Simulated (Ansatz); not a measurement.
Calculated with Ansatz (gas phase, PBE0-D4/def2-TZVP geometries, no zero-point term in ΔE). CBS: MP2 limit from def2 TZ/QZ plus the TZ coupled-cluster correction, frozen cores. DFT in def2-TZVPP. Each species was taken in one conformer, which may not be the lowest.

Reaction (formal exchange of groups at the Si–O bond): `B[SiH2]O[SiH2]F` + `COCC=O` → `B[SiH2]COC` + `O=CO[SiH2]F`

```csv
species,r2SCAN-D4 energy (Eh)
`B[SiH2]O[SiH2]F`,-782.57913
`COCC=O`,-268.30385
`B[SiH2]COC`,-471.06949
`O=CO[SiH2]F`,-579.78244
```

Question: Work out ΔE.

Answer: ΔE = (-471.06949) + (-579.78244) − (-782.57913) − (-268.30385) = 0.03105 Eh = +81.5 kJ/mol. CCSD(T)/CBS gives +93.9 kJ/mol.

Largest T1 diagnostic among the species: 0.015.

From PBE to PBE0 (25 % exact exchange), in def2-TZVPP and without D4, ΔE moves by +9.5 kJ/mol. In def2-TZVPP, CCSD(T) changes the Hartree–Fock value by −18.0 kJ/mol (the triples alone add −4.7 kJ/mol) and MP2 by −17.1 kJ/mol.
